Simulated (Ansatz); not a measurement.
Relaxation of AlF2H6N (10 atoms, charge 0, multiplicity 1), to a largest force component of 0.03 eV/Å in at most 50 steps.

The calculation used Ansatz 0.2.0, RKS PBE/cc-pVDZ.

```xyz
10
Properties=species:S:1:pos:R:3
Al -1.573 1.112 0.289
N 0.732 -0.491 -1.238
H -2.765 0.175 -0.209
H -1.179 2.577 -0.205
H 0.900 -0.679 1.936
F -0.832 0.620 1.807
H 1.253 -0.882 -0.444
F 1.601 -1.216 1.677
H 1.400 0.069 -1.782
H 0.464 -1.285 -1.833
```

Task: Where does it end, and by what steps?

Result: The run converged. After 8 steps the energy has fallen by 1.327 eV; Al1 moved furthest, 0.67 Å. Joined: Al1–N2 (3.20 → 2.07 Å).

```json
{"step": "0", "energy less start (eV)": "0.0000", "largest force component (eV/Å)": "1.213", "accepted": "yes"}
{"step": "1", "energy less start (eV)": "-0.3157", "largest force component (eV/Å)": "0.613", "accepted": "yes"}
{"step": "2", "energy less start (eV)": "-0.7450", "largest force component (eV/Å)": "0.573", "accepted": "yes"}
{"step": "3", "energy less start (eV)": "-1.2000", "largest force component (eV/Å)": "0.596", "accepted": "yes"}
{"step": "4", "energy less start (eV)": "-1.1252", "largest force component (eV/Å)": "1.705", "accepted": "no"}
{"step": "5", "energy less start (eV)": "-1.3094", "largest force component (eV/Å)": "0.342", "accepted": "yes"}
{"step": "6", "energy less start (eV)": "-1.3131", "largest force component (eV/Å)": "0.710", "accepted": "yes"}
{"step": "7", "energy less start (eV)": "-1.3266", "largest force component (eV/Å)": "0.083", "accepted": "yes"}
{"step": "8", "energy less start (eV)": "-1.3273", "largest force component (eV/Å)": "0.018", "accepted": "yes"}
```

```xyz
10
Properties=species:S:1:pos:R:3
Al -1.071 0.753 0.019
N 0.441 -0.284 -0.940
H -2.401 -0.070 -0.342
H -0.797 2.290 -0.355
H 0.686 -0.518 1.728
F -0.498 0.374 1.668
H 1.019 -0.726 -0.179
F 1.443 -1.087 1.458
H 1.070 0.308 -1.502
H 0.108 -1.041 -1.554
```

Whether the end is a true minimum wasn't checked by a vibrational analysis.

The run took 8.3 s on 2 threads of Intel(R) Xeon(R) 6975P-C (Granite Rapids), with other jobs on the host, peak memory 0.15 GiB.
